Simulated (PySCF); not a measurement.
Two species compared at the same levels of theory.

First species: n,2,2-trimethylpropan-1-amine, C6H15N.
SMILES: `CNCC(C)(C)C`

Second species: InMe2(SiH3), C₂H₉InSi.
SMILES: `[CH3][In]([CH3])[SiH3]`

Levels: PBE0/def2-SVPD for dipole moment, HOMO energy, LUMO energy, HOMO–LUMO gap and static isotropic polarisability; TDDFT PBE0/def2-SVPD for lowest singlet excitation; PBE0-D3(BJ)/def2-SVP for rotational constant A and rotational constant C. Geometries: PBE0-D3(BJ)/def2-SVP. All species are isolated and taken at one optimised geometry (atoms past krypton carry core potentials, spin–orbit coupling is left out). Electronic properties by PySCF.

Dipoles, sizes and rotational constants follow the conformer. The torsions of the flexible species, by atom-mapped SMILES:
- `[CH3:1][NH:2][CH2:3][C:4]([CH3:5])([CH3:6])[CH3:7]`: C1–N2–C3–C4 174°, N2–C3–C4–C5 180°

Q: Which of the two has the higher dipole moment, and by how much?

A: The second: 0.99 D against 0.83 D, a difference of 0.16 D.

Q: Which has the higher static isotropic polarisability?

A: The second: 99.6 au against 85.6 au, a difference of 14.0 au.

Q: Which of the two has the higher LUMO energy, and by how much?

A: The first: 0.63 eV against -1.55 eV, a difference of 2.18 eV.

Q: Which of the two has the higher HOMO–LUMO gap, and by how much?

A: The first: 6.99 eV against 5.35 eV, a difference of 1.64 eV.

Q: Which has the higher rotational constant A?

A: The first: 4.158 GHz against 4.120 GHz, a difference of 0.038 GHz.

Q: Which of the two has the higher S1 energy, and by how much?

A: The first: 5.82 eV against 4.11 eV, a difference of 1.71 eV.

Q: Which has the higher rotational constant C?

A: The first: 1.467 GHz against 1.384 GHz, a difference of 0.083 GHz.

Q: Which has the higher HOMO energy?

A: The first: -6.36 eV against -6.90 eV, a difference of 0.54 eV.

On the first: No computed singlet falls in the visible range (750 to 380 nm, 1.65 to 3.26 eV); S1 lies 2.56 eV above its blue end. The principal polarisabilities are 79.9, 81.7 and 95.0 au; their mean is the isotropic value.

On the second: The principal polarisabilities are 74.1, 103.1 and 121.4 au; their mean is the isotropic value. In atomic units the dipole is 0.39 e·bohr (1 au = 2.5417 D). Atoms past krypton carry effective core potentials; spin–orbit coupling is left out.
